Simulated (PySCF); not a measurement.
**Correlation energy of Pb (lead, neutral)**

[Xe] 4f14 5d10 6s2 6p1 6d1, one real determinant (an excited configuration). Computed with PySCF 2.14 in aug-cc-pwCVDZ-PP with ECP60MDF, with a scalar-relativistic core potential. Frozen: 5s2 5p6 5d10; 4 electrons correlated.

```
  level  correlation energy (mhartree)
   CCSD                         -47.10
    (T)                          -1.96
CCSD(T)                         -49.06
  CCSDT                         -50.07
```

Diagnostics: T1 = 0.016, D1 = 0.0405, largest double amplitude 0.196.

The real determinant used has ⟨L²⟩ near 8 against 12 for a pure F term, so it mixes terms. Spin-orbit coupling, absent here, splits the open shell strongly. The outer electron is Rydberg-like, and this basis confines it to a smaller radius and binds it less than a complete one would. A double-excitation amplitude exceeds 0.15, a sign of near-degeneracy.

Cost of the coupled-cluster step: about 1.1 core-seconds, for 4 correlated electrons.

The reference is one real determinant that mixes LS terms of this configuration.
